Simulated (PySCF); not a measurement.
Two species compared at the same levels of theory.

First species: C9H8.
SMILES: `C#C/C=C(\C#C)C(=C)C`

Second species: C6H13F.
InChI=1S/C6H13F/c1-6(2)4-3-5-7/h6H,3-5H2,1-2H3

Levels: CAM-B3LYP/def2-SVPD for dipole moment, HOMO energy, LUMO energy, HOMO–LUMO gap, static isotropic polarisability and electronic spatial extent ⟨r²⟩ about the centre of nuclear charge; TDDFT CAM-B3LYP/def2-SVPD for lowest singlet excitation; TDA CAM-B3LYP/def2-SVPD for lowest triplet excitation (Tamm–Dancoff); GFN2-xTB for rotational constant A and rotational constant C. Geometries: GFN2-xTB. All species are isolated and taken at one optimised geometry, non-relativistic unless stated; the electronic structure was computed with PySCF and density fitting.

The conformers computed, where there is a choice (atom-mapped SMILES and torsion angles):
- `[CH:1]#[C:2]/[CH:3]=[C:4](\[C:5]#[CH:6])[C:7](=[CH2:8])[CH3:9]`: C3–C4–C7–C8 180°
- `[CH3:1][CH:2]([CH3:3])[CH2:4][CH2:5][CH2:6][F:7]`: C1–C2–C4–C5 -64°, C2–C4–C5–C6 -175°, C4–C5–C6–F7 66°

(1) Which of the two has the higher dipole moment, and by how much?

(2) Which of the two has the higher rotational constant C, and by how much?

(3) Which of the two has the higher rotational constant A, and by how much?

(4) Which has the higher HOMO energy?

(5) Which of the two has the higher HOMO–LUMO gap, and by how much?

(6) Which has the higher S1 energy?

(7) Which of the two has the higher static isotropic polarisability, and by how much?

(8) Which has the higher ⟨r²⟩?

## Answers

(1) The second: 1.83 D against 0.62 D, a difference of 1.21 D.

(2) The second: 0.993 GHz against 0.838 GHz, a difference of 0.155 GHz.

(3) The second: 5.281 GHz against 2.622 GHz, a difference of 2.659 GHz.

(4) The first: -7.66 eV against -10.22 eV, a difference of 2.56 eV.

(5) The second: 11.60 eV against 6.80 eV, a difference of 4.80 eV.

(6) The second: 8.78 eV against 4.53 eV, a difference of 4.25 eV.

(7) The first: 113.3 au against 74.8 au, a difference of 38.5 au.

(8) The first: 1348 bohr² against 1188 bohr², a difference of 160 bohr².

On the first: The polarisability is 16.79 Å³ as a volume (1 au = 0.148185 Å³), or 1.83 au for each of the 62 electrons.

On the second: In wavenumbers S1 is 70900 cm⁻¹ (1 eV = 8065.54 cm⁻¹). S1 lies 2.82 eV below the HOMO–LUMO gap; its leading configuration is HOMO→LUMO, weight 0.86.
